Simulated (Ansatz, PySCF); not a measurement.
Process, species as SMILES: NB(N)O [diaminoborinic acid] -> N[B]O + [NH2] (NH2) (the B-N bond at the site shown breaks; other sites are not compared here)
Each molecule is optimised on its own at B3LYP-D3(BJ)/def2-TZVP (Ansatz, a first-principles code), one conformer each, not searched for the lowest. Frequencies are from Ansatz or PySCF.
Geometry of the first species:
SMILES: NB(N)O
```xyz
9

N      1.2674    -0.5594     0.3003
B      0.0087     0.0178    -0.0050
N     -1.2056    -0.7175     0.1240
O      0.0251     1.3366    -0.4359
H      2.1166    -0.0324     0.2058
H      1.3968    -1.5005     0.6208
H     -2.1110    -0.3378    -0.0839
H     -1.2384    -1.6718     0.4339
H     -0.8407     1.6984    -0.6344
```
Charge 0, spin multiplicity 1.

Property: bond dissociation energy (0 K, with B3LYP-D3(BJ) harmonic zero-point energies), in kcal/mol. Valence correlation only, unless marked. UHF or UKS for open shells. No spin-orbit coupling. Non-relativistic. Basis-set limits of correlation are two-point, X^-3; Hartree-Fock from the larger set.

```tsv
level	program	bond dissociation energy (kcal/mol)
SVWN5/def2-TZVPD	Ansatz	___
revPBE/def2-TZVPD	Ansatz	___
PBE0/def2-TZVPD	Ansatz	122.1
BHLYP-D3(BJ)/def2-TZVPD	Ansatz + dftd3	121.5
r2SCAN0/def2-TZVPD	Ansatz	119.1
HSE06/def2-TZVPD	Ansatz	122.2
B2PLYP-D3(BJ)/def2-TZVPD	Ansatz + dftd3	___
SCS-MP2/cc-pVQZ	Ansatz	129.8
CCSD(T)/CBS(cc-pVTZ,cc-pVQZ)	Ansatz	127.2
```

Problem. Some entries are withheld; supply them.

Solution. 
- SVWN5/def2-TZVPD, bond dissociation energy (kcal/mol): 142.5
- revPBE/def2-TZVPD, bond dissociation energy (kcal/mol): 114.6
- B2PLYP-D3(BJ)/def2-TZVPD, bond dissociation energy (kcal/mol): 124.3
